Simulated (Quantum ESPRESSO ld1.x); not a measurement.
Task: K XVII, configuration [He] 2s1. Calculated with ld1.x of Quantum ESPRESSO 7.5: scalar-relativistic Kohn-Sham, LDA (Slater exchange, Perdew-Zunger correlation), spin-polarised, spherical densities, point nucleus; open shells are filled with parallel spins first. Some entries of the table are withheld. Estimate them.

| orbital | occ. | eigenvalue (Ry) | <r^2> (bohr^2) | <r> (bohr) |
|---|---|---|---|---|
| 1s up | 1 | -322.380 | 0.008689 | 0.08049 |
| 1s down | 1 | -321.997 | 0.008675 | 0.08045 |
| 2s up | 1 | -73.9233 | 0.1319 | 0.3361 |
| 2s down | 0 | -72.1240 | 0.1332 | 0.3375 |
| 2p up | 0 | -71.2458 | 0.1001 | (1) |
| 2p down | 0 | -69.6413 | 0.1002 | (2) |
| 3s up | 0 | -31.2464 | 0.6810 | 0.7740 |
| 3s down | 0 | -30.7662 | 0.6990 | 0.7845 |
| 3d up | 0 | -30.1203 | 0.4397 | 0.6197 |
| 3d down | 0 | -29.1532 | 0.4677 | 0.6390 |

Result: 
(1) 2p up <r> (bohr): 0.2884
(2) 2p down <r> (bohr): 0.2881
